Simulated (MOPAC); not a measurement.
MOPAC input (AM1):

```
AM1 PRECISE GNORM=0.05 LET XYZ UHF MS=0.5 GEO-OK AUX(PRECISION=9) THREADS=1
C4H5GeO

Ge    1.56828700 1   -0.13109300 1   -0.16103300 1
C    -0.33939800 1   -0.05472900 1    0.09541800 1
C    -1.26353600 1   -0.99858500 1    0.46529300 1
C    -2.54814000 1   -0.39353000 1    0.36694800 1
C    -2.33345200 1    0.87490700 1   -0.07124300 1
O    -1.00809600 1    1.09895200 1   -0.24906600 1
H     2.20293700 1    1.23568600 1    0.17661800 1
H     2.11488200 1   -1.25988200 1    0.74138800 1
H    -1.04170700 1   -2.00442100 1    0.78066600 1
H    -3.50197200 1   -0.83815200 1    0.59487000 1
H    -2.98739900 1    1.70176000 1   -0.28645400 1
```

Output:

```
 *******************************************************************************
 **                                                                           **
 **                              MOPAC v23.2.5                                **
 **                                                                           **
 *******************************************************************************
 ** MOPAC's Digital Object Identifier: https://doi.org/10.5281/zenodo.6511958 **
 **                                                                           **
 ** Please cite the open-source release paper for use of this MOPAC version:  **
 ** J. E. Moussa and J. J. P. Stewart (2026)                                  **
 ** MOPAC: An open-source semiempirical molecular orbital program             **
 ** J. Open Source Softw., 11(119), 8025, https://doi.org/10.21105/joss.08025 **
 *******************************************************************************

                              AM1 CALCULATION RESULTS

 *******************************************************************************
 *  AM1        - The AM1 Hamiltonian to be used
 *  GEO-OK     - OVERRIDE INTERATOMIC DISTANCE AND OTHER SAFETY CHECKS
 *  UHF        - UNRESTRICTED HARTREE-FOCK CALCULATION
 *  MS=        - IN MECI, MAGNETIC COMPONENT OF SPIN =  0.5
 *  LET        - OVERRIDE SOME SAFETY CHECKS
 *  PRECISE    - TIGHTER CRITERIA TO BE USED
 *  XYZ        - CARTESIAN COORDINATE SYSTEM TO BE USED
 *  GNORM      - EXIT WHEN GRADIENT NORM DROPS BELOW 0.050
 *  AUX        - OUTPUT AUXILIARY INFORMATION
 *******************************************************************************
AM1 PRECISE GNORM=0.05 LET XYZ UHF MS=0.5 GEO-OK AUX(PRECISION=9) THREADS=1
 C4H5GeO

   ATOM   CHEMICAL          X               Y               Z
  NUMBER   SYMBOL      (ANGSTROMS)     (ANGSTROMS)     (ANGSTROMS)

     1      Ge          1.56828700  *  -0.13109300  *  -0.16103300  *
     2       C         -0.33939800  *  -0.05472900  *   0.09541800  *
     3       C         -1.26353600  *  -0.99858500  *   0.46529300  *
     4       C         -2.54814000  *  -0.39353000  *   0.36694800  *
     5       C         -2.33345200  *   0.87490700  *  -0.07124300  *
     6       O         -1.00809600  *   1.09895200  *  -0.24906600  *
     7       H          2.20293700  *   1.23568600  *   0.17661800  *
     8       H          2.11488200  *  -1.25988200  *   0.74138800  *
     9       H         -1.04170700  *  -2.00442100  *   0.78066600  *
    10       H         -3.50197200  *  -0.83815200  *   0.59487000  *
    11       H         -2.98739900  *   1.70176000  *  -0.28645400  *

          CARTESIAN COORDINATES

    NO.       ATOM           X           Y           Z

     1        Ge          1.5683     -0.1311     -0.1610
     2         C         -0.3394     -0.0547      0.0954
     3         C         -1.2635     -0.9986      0.4653
     4         C         -2.5481     -0.3935      0.3669
     5         C         -2.3335      0.8749     -0.0712
     6         O         -1.0081      1.0990     -0.2491
     7         H          2.2029      1.2357      0.1766
     8         H          2.1149     -1.2599      0.7414
     9         H         -1.0417     -2.0044      0.7807
    10         H         -3.5020     -0.8382      0.5949
    11         H         -2.9874      1.7018     -0.2865

  H: (AM1): M.J.S. DEWAR ET AL, J. AM. CHEM. SOC. 107 3902-3909 (1985)
  C: (AM1): M.J.S. DEWAR ET AL, J. AM. CHEM. SOC. 107 3902-3909 (1985)
  O: (AM1): M.J.S. DEWAR ET AL, J. AM. CHEM. SOC. 107 3902-3909 (1985)
 Ge: (AM1): M.J.S.Dewar and C.Jie, Organometallics, 8, 1544, (1989)

           Empirical Formula: C4 H5 O Ge  =    11 atoms

      MOLECULAR POINT GROUP   :   C1

          UHF CALCULATION, NO. OF ALPHA ELECTRONS =   16
                           NO. OF BETA  ELECTRONS =   15

          Geometry optimization using EF

          DIAGONAL MATRIX USED AS START HESSIAN

 CYCLE:     1  GRAD.:   110.594 HEAT:  38.22987
 CYCLE:     2  GRAD.:   348.971 HEAT:  60.05013
 CYCLE:     3  GRAD.:   225.113 HEAT:  51.63819
 CYCLE:     4  GRAD.:   256.909 HEAT:  46.85005
 CYCLE:     5  GRAD.:   167.908 HEAT:  42.06697
 CYCLE:     6  GRAD.:   303.470 HEAT:  53.53286
 CYCLE:     7  GRAD.:   185.683 HEAT:  45.28115
 CYCLE:     8  GRAD.:   257.606 HEAT:  47.74957
 CYCLE:     9  GRAD.:   191.051 HEAT:  43.29327
 CYCLE:    10  GRAD.:   204.426 HEAT:  45.23344
 CYCLE:    11  GRAD.:   245.773 HEAT:  51.39918
 CYCLE:    12  GRAD.:   217.994 HEAT:  45.27384
 CYCLE:    13  GRAD.:   187.507 HEAT:  42.56318
 CYCLE:    14  GRAD.:   247.521 HEAT:  50.51434
 CYCLE:    15  GRAD.:   147.288 HEAT:  40.58452
 CYCLE:    16  GRAD.:   302.590 HEAT:  46.99728
 CYCLE:    17  GRAD.:    79.518 HEAT:  34.69694
 CYCLE:    18  GRAD.:    77.046 HEAT:  35.33808
 CYCLE:    19  GRAD.:    35.305 HEAT:  33.13754
 CYCLE:    20  GRAD.:    29.947 HEAT:  32.89053
 CYCLE:    21  GRAD.:     4.986 HEAT:  32.64049
 CYCLE:    22  GRAD.:     5.696 HEAT:  32.58211
 CYCLE:    23  GRAD.:    10.572 HEAT:  32.39705
 CYCLE:    24  GRAD.:     9.813 HEAT:  32.26486
 CYCLE:    25  GRAD.:     4.062 HEAT:  32.18028
 CYCLE:    26  GRAD.:     3.442 HEAT:  32.14958
 CYCLE:    27  GRAD.:     5.190 HEAT:  32.11055
 CYCLE:    28  GRAD.:     4.381 HEAT:  32.05703
 CYCLE:    29  GRAD.:     4.377 HEAT:  32.01770
 CYCLE:    30  GRAD.:     5.910 HEAT:  32.01465
 CYCLE:    31  GRAD.:     1.118 HEAT:  31.98666
 CYCLE:    32  GRAD.:     0.522 HEAT:  31.98477
 CYCLE:    33  GRAD.:     0.493 HEAT:  31.98348
 CYCLE:    34  GRAD.:     0.341 HEAT:  31.98294
 CYCLE:    35  GRAD.:     0.286 HEAT:  31.98234
 CYCLE:    36  GRAD.:     0.364 HEAT:  31.98153
 CYCLE:    37  GRAD.:     0.422 HEAT:  31.98079
 CYCLE:    38  GRAD.:     0.369 HEAT:  31.97988
 CYCLE:    39  GRAD.:     0.324 HEAT:  31.97906
 CYCLE:    40  GRAD.:     0.319 HEAT:  31.97813
 CYCLE:    41  GRAD.:     0.243 HEAT:  31.97758
 CYCLE:    42  GRAD.:     0.169 HEAT:  31.97734
 CYCLE:    43  GRAD.:     0.151 HEAT:  31.97716
 CYCLE:    44  GRAD.:     0.220 HEAT:  31.97694
 CYCLE:    45  GRAD.:     0.321 HEAT:  31.97638
 CYCLE:    46  GRAD.:     0.301 HEAT:  31.97603
 CYCLE:    47  GRAD.:     0.145 HEAT:  31.97574
 CYCLE:    48  GRAD.:     0.115 HEAT:  31.97562
 CYCLE:    49  GRAD.:     0.088 HEAT:  31.97554
 CYCLE:    50  GRAD.:     0.070 HEAT:  31.97547
 CYCLE:    51  GRAD.:     0.118 HEAT:  31.97557
 CYCLE:    52  GRAD.:     0.031 HEAT:  31.97539

     GRADIENT =  0.03086 IS LESS THAN CUTOFF =  0.05000

 -------------------------------------------------------------------------------
 AM1 PRECISE GNORM=0.05 LET XYZ UHF MS=0.5 GEO-OK AUX(PRECISION=9) THREADS=1
 C4H5GeO

     GEOMETRY OPTIMISED USING EIGENVECTOR FOLLOWING (EF).
     SCF FIELD WAS ACHIEVED

                              AM1 CALCULATION
                                                       MOPAC v23.2.5 Linux

          FINAL HEAT OF FORMATION =         31.97539 KCAL/MOL =     133.78503 KJ/MOL

          COSMO AREA              =        140.71 SQUARE ANGSTROMS
          COSMO VOLUME            =        133.37 CUBIC ANGSTROMS

          GRADIENT NORM           =          0.03086          =       0.00930 PER ATOM
          IONIZATION POTENTIAL    =          8.344111 EV
          ALPHA SOMO LUMO (EV)    =         -8.344  0.822
          BETA  SOMO LUMO (EV)    =         -9.312 -1.854
          NO. OF ALPHA ELECTRONS  =         16
          NO. OF BETA  ELECTRONS  =         15
          MOLECULAR WEIGHT        =        141.6729         POINT GROUP:  Cs

          MOLECULAR DIMENSIONS (Angstroms)

            Atom       Atom       Distance
            H    10    H     7     6.27490
            H    11    H     8     4.91098
           Ge     1    H    10     0.00099

          SCF CALCULATIONS        =         53

   ATOM   CHEMICAL          X               Y               Z
  NUMBER   SYMBOL      (ANGSTROMS)     (ANGSTROMS)     (ANGSTROMS)

     1      Ge          1.56586314  *  -0.09468276  *  -0.01943599  *
     2       C         -0.33571117  *  -0.07157653  *   0.09513689  *
     3       C         -1.28497817  *  -1.03028295  *   0.45570283  *
     4       C         -2.57796294  *  -0.40690555  *   0.34344955  *
     5       C         -2.35477868  *   0.89612920  *  -0.07829770  *
     6       O         -0.98807829  *   1.11830706  *  -0.23523313  *
     7       H          2.30224339  *   1.18866973  *  -0.46924476  *
     8       H          2.28112558  *  -1.41556607  *   0.34754965  *
     9       H         -1.09859107  *  -2.05534456  *   0.76440255  *
    10       H         -3.53395460  *  -0.87784665  *   0.55183914  *
    11       H         -2.98540164  *   1.74946310  *  -0.30468933  *

                             CARTESIAN COORDINATES

   1   Ge        1.565863140    -0.094682760    -0.019435987
   2    C       -0.335711172    -0.071576534     0.095136888
   3    C       -1.284978168    -1.030282946     0.455702828
   4    C       -2.577962944    -0.406905548     0.343449546
   5    C       -2.354778677     0.896129205    -0.078297699
   6    O       -0.988078292     1.118307058    -0.235233129
   7    H        2.302243392     1.188669733    -0.469244761
   8    H        2.281125584    -1.415566067     0.347549646
   9    H       -1.098591070    -2.055344561     0.764402546
  10    H       -3.533954602    -0.877846645     0.551839135
  11    H       -2.985401643     1.749463102    -0.304689334

           Empirical Formula: C4 H5 O Ge  =    11 atoms

      MOLECULAR POINT GROUP   :   Cs

          ALPHA EIGENVALUES
 -41.40271 -33.12230 -29.16577 -21.97230 -21.64618 -18.07478 -15.77726 -14.90892
 -14.06914 -13.61242 -13.52920 -12.33611 -11.78755 -10.69040  -9.54181  -8.34411
   0.82166   0.91324   1.07811   1.75657   1.84634   2.99328   3.88186   4.12250
   4.64376   4.85942   5.11820   5.66727   6.08029

           BETA EIGENVALUES
 -41.37633 -33.08386 -29.09905 -22.00824 -21.61432 -18.02448 -15.75004 -14.88382
 -13.88469 -13.58666 -13.45341 -12.45491 -11.87282 -10.56712  -9.31219  -1.85423
   0.74937   0.96021   1.02109   1.89475   2.30486   3.00961   3.98360   4.13128
   4.71756   4.89617   5.11785   5.67742   6.06876

              NET ATOMIC CHARGES AND DIPOLE CONTRIBUTIONS

  ATOM NO.   TYPE          CHARGE      No. of ELECS.   s-Pop       p-Pop
    1         Ge           0.384424        3.6156     0.89680     2.71877
    2          C          -0.214889        4.2149     1.32028     2.89461
    3          C          -0.185824        4.1858     1.23637     2.94946
    4          C          -0.199285        4.1993     1.22954     2.96974
    5          C          -0.098696        4.0987     1.26249     2.83621
    6          O          -0.106947        6.1069     1.87088     4.23607
    7          H          -0.036038        1.0360     1.03604
    8          H          -0.047167        1.0472     1.04717
    9          H           0.158115        0.8419     0.84189
   10          H           0.159140        0.8409     0.84086
   11          H           0.187168        0.8128     0.81283
 DIPOLE           X         Y         Z       TOTAL
 POINT-CHG.     1.341    -0.335     0.019     1.383
 HYBRID        -1.356    -0.150     0.133     1.371
 SUM           -0.014    -0.486     0.153     0.509

          ATOMIC ORBITAL ELECTRON POPULATIONS

     Atom    s        px        py        pz
    1 Ge   0.89680   0.74261   0.94414   1.03203
    2  C   1.32028   1.02536   0.84117   1.02808
    3  C   1.23637   0.91380   0.99320   1.04245
    4  C   1.22954   0.97866   0.93151   1.05958
    5  C   1.26249   0.83497   0.96989   1.03134
    6  O   1.87088   1.18107   1.34475   1.71025
    7  H   1.03604
    8  H   1.04717
    9  H   0.84189
   10  H   0.84086
   11  H   0.81283

                    (SZ)    =    0.500000
                    (S**2)  =    0.954492

          ATOMIC ORBITAL SPIN POPULATIONS

    Atom   Total    s     px     py     pz
         Atomic
    1 Ge  1.1119  0.078  0.056  0.132  0.846
    2  C -0.4043 -0.033 -0.045 -0.045 -0.281
    3  C  0.3910  0.024  0.031  0.048  0.287
    4  C -0.3134 -0.020 -0.024 -0.046 -0.223
    5  C  0.3651  0.022  0.013  0.047  0.283
    6  O  0.0009  0.000 -0.010  0.010  0.001
    7  H -0.0640 -0.064
    8  H -0.0644 -0.064
    9  H -0.0199 -0.020
   10  H  0.0156  0.016
   11  H -0.0185 -0.018

 **********************
 *                    *
 * JOB ENDED NORMALLY *
 *                    *
 **********************

 == MOPAC DONE ==
```

The geometry given is a B3LYP-D3(BJ)/def2-TZVP minimum.

The determinant is spin-contaminated: <S^2> is 0.95 against 0.75 for a pure state.
